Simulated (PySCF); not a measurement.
Q: Write Cartesian coordinates for `C#CC[Si+](C)CF` as optimised with GFN2-xTB. (Charge +1.)

A: 
```
atom  x, y, z in Å
C1     3.2724    0.5239   -0.2705
C2     2.2789   -0.1421   -0.2832
C3     1.0871   -0.9757   -0.3000
Si4   -0.5276   -0.0100   -0.1095
C5    -0.8207    1.8343    0.0676
C6    -2.0600   -1.1632   -0.1036
F7    -1.5979   -2.4472   -0.2556
H8     4.1604    1.0848   -0.2651
H9     1.1702   -1.7251    0.5015
H10    1.0702   -1.5472   -1.2402
H11   -1.4942    2.2114   -0.7053
H12    0.1115    2.3958   -0.0045
H13   -1.2747    2.0751    1.0313
H14   -2.7537   -0.9720   -0.9288
H15   -2.6266   -1.1349    0.8329
```

Orientation and origin are arbitrary. Atoms count from 1 in this order. The C–Si distances run from 1.876 Å (Si4–C5, drawn single) to 1.918 Å (Si4–C6, drawn single), a spread of 0.042 Å. The 2 C–C bonds span 1.196 Å (C1≡C2, drawn triple) to 1.454 Å (C2–C3, drawn single), a spread of 0.258 Å. The 7 heavy atoms lie in one plane (0.009 Å rms). Si4 (silicon bonded to 3 C) is planar (angles 130.2°, 117.8° and 112.1°, sum 360.0°, 0.00 Å off the plane of its three neighbours).

Bonds between heavy atoms (Å): C1≡C2 1.196, C2–C3 1.454, C3–Si4 1.891, Si4–C5 1.876, Si4–C6 1.918, C6–F7 1.373.

The geometry is computed with GFN2-xTB (gas phase).

Point group: near Cs, missed by 0.15 Å at most; the miss may be what the optimiser left on a soft mode. Not checked by GFN2-xTB frequencies. Torsions: C2–C3–Si4–C5 1°, C3–Si4–C6–F7 -1°.

One conformer stands for the species.
